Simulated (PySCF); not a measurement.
# How methods differ on the excitation energy of C

C [He] 2s2 2p2 (3P) → C [He] 2s1 2p2 3d1 (high-spin determinant), as a difference of total energies. Calculation: PySCF 2.14, in aug-cc-pCVTZ-DK with one added diffuse shell each of s, p, d, f type (8s7p5d3f, 75 functions); the spin-free X2C one-electron Hamiltonian (Gaussian nucleus). Correlated levels: valence: 1s2 frozen; valence and next inner shell: nothing frozen. The calculations carry no spin-orbit coupling.

```json
{"method": "UHF", "excitation energy (eV)": "13.236"}
{"method": "LDA", "excitation energy (eV)": "14.943"}
{"method": "PBE", "excitation energy (eV)": "14.689"}
{"method": "PBE0", "excitation energy (eV)": "14.686"}
{"method": "r2SCAN", "excitation energy (eV)": "14.494"}
{"method": "B2PLYP", "excitation energy (eV)": "15.142"}
{"method": "BLYP", "excitation energy (eV)": "15.094"}
{"method": "wB97X-V", "excitation energy (eV)": "15.354"}
{"method": "r2SCAN0", "excitation energy (eV)": "14.605"}
{"method": "MP2 (valence)", "excitation energy (eV)": "14.742"}
{"method": "SCS-MP2 (valence)", "excitation energy (eV)": "15.057"}
{"method": "MP2 (valence and next inner shell)", "excitation energy (eV)": "14.765"}
{"method": "SCS-MP2 (valence and next inner shell)", "excitation energy (eV)": "15.076"}
```

Problem. How much does correlation contribute at MP2 (valence and next inner shell)?

Solution. 14.765 − (13.236) = 1.529 eV, measured against UHF.

The upper state lies above the first ionisation limit, but in LS coupling its spin forbids autoionisation to the ground ion. A Rydberg-like electron needs more diffuse functions than a valence basis has.

The promoted electron is Rydberg-like, and one or two diffuse shells describe it only roughly, which tends to raise the upper state.

The determinant of the upper state mixes LS terms, which raises its energy above the lowest term, most at the Hartree-Fock and MP2 levels.
